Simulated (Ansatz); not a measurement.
Relaxation of CH6F3NSi (12 atoms, charge 0, multiplicity 1), to a largest force component of 0.03 eV/Å in at most 50 steps.

The calculation used Ansatz 0.2.0, RKS PBE0-D4/def2-SVP.

```xyz
12
Properties=species:S:1:pos:R:3:forces:R:3
Si -0.015 -1.507 -1.087 0.06 0.08 -0.56
H -0.134 -1.701 0.334 -0.17 -0.26 0.46
F -0.450 -2.841 -1.858 0.00 -0.01 0.00
F 1.496 -1.187 -1.513 -0.01 0.01 0.02
F -0.952 -0.328 -1.626 0.00 0.00 0.01
H 0.856 -0.223 1.076 0.14 0.34 0.06
N 0.836 0.770 0.866 0.00 -0.19 0.05
C -0.472 1.381 0.931 0.01 0.03 -0.03
H 1.379 0.973 0.037 -0.01 -0.02 -0.02
H -0.559 2.089 1.774 0.00 0.00 0.01
H -1.277 0.636 1.056 -0.01 0.00 -0.01
H -0.709 1.937 0.011 -0.01 0.00 0.01
```

Task: Where does it end, and by what steps?

Result: The run converged. After 26 steps the energy has fallen by 0.173 eV; F4 moved furthest, 1.32 Å.

```json
{"step": "0", "energy less start (eV)": "0.0000", "largest force component (eV/Å)": "0.558", "accepted": "yes"}
{"step": "1", "energy less start (eV)": "-0.0519", "largest force component (eV/Å)": "0.308", "accepted": "yes"}
{"step": "2", "energy less start (eV)": "-0.0615", "largest force component (eV/Å)": "0.428", "accepted": "yes"}
{"step": "3", "energy less start (eV)": "-0.0711", "largest force component (eV/Å)": "0.349", "accepted": "yes"}
{"step": "4", "energy less start (eV)": "-0.0855", "largest force component (eV/Å)": "0.177", "accepted": "yes"}
{"step": "5", "energy less start (eV)": "-0.1023", "largest force component (eV/Å)": "0.274", "accepted": "yes"}
{"step": "6", "energy less start (eV)": "-0.1277", "largest force component (eV/Å)": "0.232", "accepted": "yes"}
{"step": "7", "energy less start (eV)": "-0.1316", "largest force component (eV/Å)": "0.445", "accepted": "yes"}
{"step": "8", "energy less start (eV)": "-0.1466", "largest force component (eV/Å)": "0.073", "accepted": "yes"}
{"step": "9", "energy less start (eV)": "-0.1509", "largest force component (eV/Å)": "0.100", "accepted": "yes"}
{"step": "10", "energy less start (eV)": "-0.1536", "largest force component (eV/Å)": "0.260", "accepted": "yes"}
{"step": "11", "energy less start (eV)": "-0.1581", "largest force component (eV/Å)": "0.113", "accepted": "yes"}
{"step": "12", "energy less start (eV)": "-0.1611", "largest force component (eV/Å)": "0.107", "accepted": "yes"}
{"step": "13", "energy less start (eV)": "-0.1610", "largest force component (eV/Å)": "0.279", "accepted": "no"}
{"step": "14", "energy less start (eV)": "-0.1633", "largest force component (eV/Å)": "0.042", "accepted": "yes"}
{"step": "15", "energy less start (eV)": "-0.1644", "largest force component (eV/Å)": "0.116", "accepted": "yes"}
{"step": "16", "energy less start (eV)": "-0.1653", "largest force component (eV/Å)": "0.061", "accepted": "yes"}
{"step": "17", "energy less start (eV)": "-0.1662", "largest force component (eV/Å)": "0.042", "accepted": "yes"}
{"step": "18", "energy less start (eV)": "-0.1670", "largest force component (eV/Å)": "0.091", "accepted": "yes"}
{"step": "19", "energy less start (eV)": "-0.1676", "largest force component (eV/Å)": "0.096", "accepted": "yes"}
{"step": "20", "energy less start (eV)": "-0.1682", "largest force component (eV/Å)": "0.081", "accepted": "yes"}
{"step": "21", "energy less start (eV)": "-0.1693", "largest force component (eV/Å)": "0.084", "accepted": "yes"}
{"step": "22", "energy less start (eV)": "-0.1701", "largest force component (eV/Å)": "0.089", "accepted": "yes"}
{"step": "23", "energy less start (eV)": "-0.1708", "largest force component (eV/Å)": "0.114", "accepted": "yes"}
{"step": "24", "energy less start (eV)": "-0.1715", "largest force component (eV/Å)": "0.096", "accepted": "yes"}
{"step": "25", "energy less start (eV)": "-0.1724", "largest force component (eV/Å)": "0.055", "accepted": "yes"}
{"step": "26", "energy less start (eV)": "-0.1727", "largest force component (eV/Å)": "0.018", "accepted": "yes"}
```

```xyz
12
Properties=species:S:1:pos:R:3
Si -0.034 -1.664 -1.098
H -1.124 -1.383 -0.160
F -0.304 -3.042 -1.865
F 1.377 -1.807 -0.350
F 0.104 -0.521 -2.215
H 1.322 0.398 0.558
N 0.751 1.208 0.339
C -0.416 1.347 1.173
H 0.551 1.220 -0.656
H -0.116 1.405 2.231
H -1.180 0.542 1.099
H -0.930 2.294 0.943
```

Whether the end is a true minimum wasn't checked by a vibrational analysis.

Run time: 92 s on 2 threads of Arm Neoverse V1, with other jobs on the host, peak memory 0.28 GiB.
